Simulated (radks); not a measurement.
Q: The table gives one normalised radial function P(r) = r R(r) of Si+ in [Ne] 3s2 3p(up 0.625, down 0.375) (r in bohr). Method: scalar-relativistic Kohn-Sham, PBE, spin-polarised, spherical densities, finite nucleus; Fermi nuclear charge, rms radius 3.1224 fm; computed with a radial shooting solver on a logarithmic mesh with Libxc functionals.

r,P
0.005179,0.0006
0.007483,0.0012
0.0109,0.0026
0.01575,0.0051
0.02275,0.0101
0.03287,0.0197
0.0475,0.0371
0.06917,0.0679
0.09995,0.1157
0.1444,0.1812
0.2086,0.2521
0.3015,0.2946
0.4356,0.2544
0.6344,0.0815
0.9166,-0.2039
1.324,-0.5074
1.913,-0.6766
2.765,-0.5813
4.026,-0.3083
5.818,-0.0933
8.405,-0.0126

Which n and l does it have? It may be an empty orbital.

A: n = 3, l = 1: the number of nodes gives n - l - 1 = 1, the rise at small r (about r^(l+1)) gives l, and the extent must fit the shell. The curve is that of 3p up; the table hardly tells the two spins apart. 3p up: eigenvalue -11.786 eV, 1 radial node at r = 0.713 bohr, <r> = 2.45 bohr, 90 % of the charge inside 3.78 bohr.
